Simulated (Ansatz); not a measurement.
The cluster GeSe2⁺, relaxed as a quartet with UKS PBE0-D4/def2-TZVP in Ansatz, starting from the PBE0-D4/def2-TZVP geometry of the charge +1 doublet. Force threshold 0.02 eV/Å.

At PBE0-D4/def2-TZVP a doublet of charge 1 lies 2.40 eV below the quartet, each at its own geometry. The structure comes from a short search, and lower isomers may exist.

Start:

```tsv
atom	x (Å)	y (Å)	z (Å)
Ge1	0.4369	-0.5788	-1.2322
Se2	-1.2708	0.4074	0.1872
Se3	0.8338	0.1714	1.0449
```

```csv
step,energy (eV),largest force component (eV/Å),SCF passes
1,-187185.5753,0.949,67
2,-187185.8045,2.308,49
3,-187186.3246,0.735,30
4,-187186.3486,0.089,29
5,-187186.3501,0.017,31
```

Force components are those of the run's own axes.

End:

Cartesian coordinates in Å:
```
Ge 0.514 -0.699 -1.496
Se -1.256 0.457 0.330
Se 0.742 0.241 1.166
```

By distances, no bond broke or formed. The bond that changes most is Ge1–Se3, from 2.43 to 2.83 Å (atoms count from 1).

No frequencies were taken in this run, so the end may be a saddle point.

Hardware: 4 threads of Arm Neoverse V1 on a shared host. Wall time 26 s, peak host memory 0.57 GiB.
